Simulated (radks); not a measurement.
Problem. These are the eigenvalues of the occupied orbitals of an atom or ion with whole-number occupations (eV). All-electron calculation, scalar-relativistic Kohn-Sham, PBE, spin-polarised, spherical densities, finite nucleus; Fermi nuclear charge, rms radius of each element as measured or else 0.836 A^(1/3) + 0.57 fm. Program: a radial shooting solver on a logarithmic mesh with Libxc functionals.

1s up: -13820.32
1s down: -13820.31
2s up: -2239.769
2s down: -2236.173
2p up: -2036.139
2p down: -2033.462
3s up: -671.6503
3s down: -666.7524
3p up: -606.2886
3p down: -601.2914
3d up: -505.9433

Which element is it, and in what charge state? The configuration may be excited. Open shells, if any, are filled with parallel spins first.

Solution. Z = 35, bromine, charge +15: Br15+ in [Ar] 3d2. The list shows which subshells hold electrons but not how many an open one holds; the 1s level, -507.89 hartree, gives Z - s = 31.9 by -(Z - s)^2/2, which with screening and relativity narrows Z to a few neighbours, and the depths of the outer levels then fix element, charge and occupations together.
